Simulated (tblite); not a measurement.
Input of a run (GFN2-xTB geometry optimisation, gas phase (tblite 0.8.0)), started from a force field or distance geometry:
```
{"job": {"kind": "relax", "xc": "GFN2-xTB", "basis": "xTB"}, "charge": -1, "multiplicity": 1}
C      3.867300    -0.171500     0.083800
O      2.817800     0.727900    -0.316800
C      1.547100     0.271000    -0.170100
C      0.555900     1.195200    -0.580200
C     -0.801200     0.859900    -0.482000
C     -1.178300    -0.388100    -0.007600
P     -2.932700    -0.841100     0.111400
C     -4.278800     0.331000    -0.394300
C     -0.202400    -1.311000     0.396700
C      1.146100    -0.976900     0.315400
H      3.788100    -0.410200     1.149300
H      4.811400     0.332800    -0.081100
H      3.844900    -1.075500    -0.517000
H      0.857400     2.162400    -0.952500
H     -1.540100     1.601900    -0.804700
H     -4.246100     1.247000     0.204000
H     -4.184400     0.593000    -1.452000
H     -5.267300    -0.139000    -0.249900
H     -0.490200    -2.283600     0.781600
H      1.880400    -1.714600     0.637600
```

Output (eV, eV/Å):
```
step      E/eV     max force
  0    -787.96374    2.511
  1    -788.19636    1.534
  2    -788.27035    0.868
  3    -788.33121    0.655
  4    -788.35819    0.517
  5    -788.38024    0.421
  6    -788.39924    0.391
  7    -788.41508    0.353
  8    -788.43160    0.405
  9    -788.45066    0.438
 10    -788.46926    0.352
 11    -788.48268    0.291
 12    -788.49134    0.320
 13    -788.49839    0.311
 14    -788.50526    0.255
 15    -788.51220    0.238
 16    -788.51850    0.247
 17    -788.52407    0.177
 18    -788.52959    0.188
 19    -788.53513    0.199
 20    -788.54000    0.196
 21    -788.54441    0.169
 22    -788.54883    0.173
 23    -788.55341    0.183
 24    -788.55784    0.156
 25    -788.56150    0.155
 26    -788.56464    0.113
 27    -788.56780    0.115
 28    -788.57079    0.099
 29    -788.57282    0.088
 30    -788.57392    0.071
 31    -788.57471    0.071
 32    -788.57549    0.061
 33    -788.57606    0.042
 34    -788.57637    0.040
 35    -788.57661    0.041
 36    -788.57699    0.050
 37    -788.57755    0.061
 38    -788.57814    0.057
 39    -788.57856    0.057
 40    -788.57884    0.062
 41    -788.57912    0.062
 42    -788.57945    0.055
 43    -788.57973    0.046
 44    -788.57992    0.032
 45    -788.58005    0.027
 46    -788.58013    0.020
 47    -788.58017    0.014
 48    -788.58019    0.007
```

Summarise the run.

The energy falls by 0.616 eV over 48 L-BFGS steps, the largest force on an atom goes from 2.51 to 0.007 eV/Å, and the atoms move by 0.220 Å rms after alignment. The bond that changes most is C6–P7 (ends: substituted aromatic carbon; phosphorus bonded to 2 C), which shortens by 0.049 Å. Bonds longer at the end by more than 0.005 Å: 6 of 20; shorter: 9. Among the angles that change most is C6–P7–C8, from 121.7° to 101.2°. The energy never rose by more than 1e-5 eV on the way. The first step brought 38 % of the lowering.

What are the final bond lengths?

C1–O2 1.393 Å, O2–C3 1.406 Å, C3–C4 1.391 Å, C4–C5 1.376 Å, C5–C6 1.411 Å, C6–P7 1.767 Å, P7–C8 1.870 Å, C6–C9 1.410 Å, C9–C10 1.375 Å, C3–C10 1.391 Å, C1–H11 1.099 Å, C1–H12 1.092 Å, C1–H13 1.099 Å, C4–H14 1.083 Å, C5–H15 1.080 Å, C8–H16 1.091 Å, C8–H17 1.091 Å, C8–H18 1.090 Å, C9–H19 1.083 Å, C10–H20 1.083 Å. Numbering counts from 1 in the input's order; the species is `COc1ccc([P-]C)cc1`.

Its GFN2-xTB frequencies are all real (lowest 42 cm⁻¹).

Shape of the structure used: `[CH3:1][O:2][c:3]1[cH:4][cH:5][c:6]([P-:7][CH3:8])[cH:9][cH:10]1`: C1–O2–C3–C4 180°, C5–C6–P7–C8 0°.

One conformer stands for the species.

The numbers are calculated, not measured.
